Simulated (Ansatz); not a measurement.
Process, species as SMILES: [C]Br (C-Br) → Br atom + C atom
B3LYP-D3(BJ)/def2-TZVP geometries, fixed; electronic energies without zero-point terms.
Largest species:
```
C
Br 1 1.8310
```
Charge 0, spin multiplicity 2.

Energies in hartree at B3LYP with Ansatz (a program for electronic structure); the atomisation energy is their sum with the coefficients shown, times 627.509 kcal/mol a hartree. All functions are spherical. The program fits the integrals of some runs and decomposes those of others, by size. Open shells are unrestricted. No added dispersion term, no relativity.

```
species       coefficient   part      cc-pVDZ      cc-pVTZ      cc-pVQZ
------------  -----------  -----  -----------  -----------  -----------
[C]Br (C-Br)           -1  B3LYP  -2612.09393  -2612.17718  -2612.18287
Br atom                +1  B3LYP  -2574.11283  -2574.18765  -2574.19055
C atom                 +1  B3LYP    -37.85197    -37.85857    -37.86059
```

Problem. Predict the atomisation energy in cc-pV5Z (X = 5): let each B3LYP step shrink by the ratio of the last two. Compare with the run.

Solution. 
- [C]Br (C-Br): steps -0.08325 and -0.00569, ratio 0.068, so B3LYP -2612.18326 (run: -2612.18785).
- Br atom: steps -0.07482 and -0.00290, ratio 0.039, so B3LYP -2574.19066 (run: -2574.19445).
- C atom: steps -0.00660 and -0.00202, ratio 0.306, so B3LYP -37.86121 (run: -37.86151).
Predicted 82.45 kcal/mol; the run in cc-pV5Z gives 82.76, a miss of -0.31. Keeping the value in cc-pVQZ, 82.66, would miss by -0.10. All sums are of the energies as printed.
